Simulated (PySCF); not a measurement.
Species: C3H6BrNSi.
SMILES with atom numbers: `[H]/[N:4]=[CH:3]\[C:2](=[CH2:1])[SiH2:5][Br:6]` (hydrogens: H7, H8 on C1; H9 on C3; H10 on N4; H11, H12 on Si5)

The calculation used PySCF 2.14.0, PBE0-D3(BJ)/def2-SVP geometry optimisation, gas phase.

**Question.** List the bond lengths, angles and torsions at this level.

**Answer.** 
```json
{"bond": "C1=C2", "length (Å)": "1.345", "order": "double"}
{"bond": "C2–C3", "length (Å)": "1.478", "order": "single"}
{"bond": "C3=N4", "length (Å)": "1.270", "order": "double"}
{"bond": "C2–Si5", "length (Å)": "1.876", "order": "single"}
{"bond": "Si5–Br6", "length (Å)": "2.233", "order": "single"}
{"bond": "C1–H7", "length (Å)": "1.094", "order": "single"}
{"bond": "C1–H8", "length (Å)": "1.097", "order": "single"}
{"bond": "C3–H9", "length (Å)": "1.106", "order": "single"}
{"bond": "N4–H10", "length (Å)": "1.027", "order": "single"}
{"bond": "Si5–H11, Si5–H12", "length (Å)": "1.489", "order": "single"}
```

Bonds in one row agree within 0.01 Å and their mean is given. Orders are formal, as drawn. A selection of angles:
```json
{"angle": "C2–C1–H7", "degrees": "122.5"}
{"angle": "C2–C1–H8", "degrees": "121.0"}
{"angle": "H7–C1–H8", "degrees": "116.5"}
{"angle": "C1–C2–C3", "degrees": "119.5"}
{"angle": "C1–C2–Si5", "degrees": "119.0"}
{"angle": "C3–C2–Si5", "degrees": "121.5"}
{"angle": "C2–C3–N4", "degrees": "128.5"}
{"angle": "C2–C3–H9", "degrees": "114.5"}
{"angle": "N4–C3–H9", "degrees": "117.0"}
{"angle": "C3–N4–H10", "degrees": "111.8"}
{"angle": "C2–Si5–Br6", "degrees": "110.5"}
{"angle": "C2–Si5–H11", "degrees": "108.7"}
{"angle": "C2–Si5–H12", "degrees": "111.4"}
{"angle": "Br6–Si5–H11", "degrees": "108.5"}
{"angle": "H11–Si5–H12", "degrees": "111.0"}
```

Torsions: C1–C2–C3–N4 -175° (antiperiplanar); C1–C2–Si5–Br6 118° (anticlinal); H10–N4–C3–C2 1° (synperiplanar). The mirror-image conformer, all signs reversed, is as good.

The 2 C–C bonds span 1.345 Å (C1=C2, drawn double) to 1.478 Å (C2–C3, drawn single), a spread of 0.133 Å. Of the pairs four or more bonds apart, Si5···H10 is among the closest relative to their van der Waals radii: 2.76 Å, 84 % of the sum of Bondi's values. N4 (imine nitrogen) is bent (angle 111.8°). Si5 (SiH2 silicon) is tetrahedral (angles from 106.6° to 111.4°).

Point group: C1 (no symmetry element, even within 0.4 Å). Whether it is a minimum is left open (no frequencies). The numbers are those of one conformer.
